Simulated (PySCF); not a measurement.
Zr(OH) (HOZr), SMILES [OH][Zr] (connectivity only; charge and spin as stated), neutral, multiplicity 4. Atoms are numbered in the order given.

```xyz
3

Zr    -0.0044    -0.3717     0.0000
O      0.0736     1.5601     0.0000
H     -0.4121     2.3868     0.0000
```
Charge 0, spin multiplicity 4.

Geometry optimised at B3LYP-D3(BJ)/def2-TZVPD. The multiplicity is an assumed one; other spin states were not compared. The def2 effective core potentials stand for the cores of Zr; spin–orbit coupling is left out.

Computed with PySCF 2.14.0 with TDA-LC-ωPBE/def2-TZVPD.

Vertical excitations. Gas-phase values at a fixed geometry.

### Question
Give excitation energies, oscillator strengths and character. (Estimate from the structure and the level; the computed values follow.)

### Answer

| state | energy (eV) | λ (nm) | f | main pairs |
|---|---|---|---|---|
| root 1 | 0.24 | 5155 | 0.000 | α HOMO−2→LUMO+4 28 %, α HOMO−2→LUMO 26 %, α HOMO→LUMO+1 14 %, α HOMO→LUMO+5 11 % |
| root 2 | 0.43 | 2916 | 0.001 | α HOMO→LUMO+4 28 %, α HOMO→LUMO+2 24 %, α HOMO→LUMO 16 %, α HOMO−1→LUMO+2 8 % |
| root 3 | 0.52 | 2378 | 0.001 | α HOMO→LUMO+1 33 %, α HOMO→LUMO+5 21 %, α HOMO−2→LUMO 18 %, α HOMO−2→LUMO+4 15 % |
| root 4 | 0.64 | 1951 | 0.001 | α HOMO−2→LUMO+1 48 %, α HOMO−2→LUMO+5 39 % |
| root 5 | 0.93 | 1337 | 0.000 | α HOMO→LUMO+2 34 %, α HOMO→LUMO 23 %, α HOMO−1→LUMO+2 7 %, α HOMO−1→LUMO 7 % |
| root 6 | 0.95 | 1307 | 0.000 | α HOMO−2→LUMO+2 65 %, α HOMO−2→LUMO 12 % |
| root 7 | 1.58 | 784 | 0.032 | α HOMO−1→LUMO 29 %, α HOMO−1→LUMO+2 22 %, α HOMO−1→LUMO+4 21 %, α HOMO→LUMO+4 14 % |
| root 8 | 1.71 | 725 | 0.045 | α HOMO−1→LUMO+1 44 %, α HOMO−1→LUMO+5 34 %, α HOMO→LUMO+1 16 % |
| root 9 | 1.84 | 673 | 0.070 | α HOMO−1→LUMO+2 41 %, α HOMO−1→LUMO 17 %, α HOMO→LUMO 11 %, α HOMO→LUMO+2 7 % |
| root 10 | 2.33 | 533 | 0.002 | α HOMO−2→LUMO+4 30 %, α HOMO−2→LUMO 22 %, α HOMO→LUMO+5 12 %, α HOMO→LUMO+1 10 % |
Unrestricted roots are not spin-pure.
